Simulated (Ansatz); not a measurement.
Program: Ansatz. Geometries: PBE0-D4/def2-TZVP. ΔE: electronic, gas phase. CCSD(T)/CBS is the MP2 limit (def2-TZVPP, def2-QZVPP) plus CCSD(T) − MP2 in def2-TZVPP, frozen cores. DFT in def2-TZVPP. Each species was taken in one conformer, which may not be the lowest.

Reaction (formal exchange of groups at the Si–O bond): `CO[SiH](F)O[SiH3]` + `C=CC` → `CO[SiH2]F` + `C=CCO[SiH3]`

CCSD(T)/CBS gives +2.40 eV.

Question: Another level gave +2.23 eV. Which?
A. r2SCAN-D4/def2-TZVPP
B. PBE0-D4/def2-TZVPP
C. HF/def2-TZVPP
D. PBE-D4/def2-TZVPP

Answer: D. PBE-D4 2.23, r2SCAN-D4 2.40, PBE0-D4 2.32, HF/def2-TZVPP 2.46 eV.

Largest T1 diagnostic among the species: 0.011.

In def2-TZVPP, CCSD(T) changes the Hartree–Fock value by −0.10 eV (the triples alone add −0.03 eV) and MP2 by −0.04 eV. From PBE to PBE0 (25 % exact exchange), in def2-TZVPP and without D4, ΔE moves by +0.09 eV.
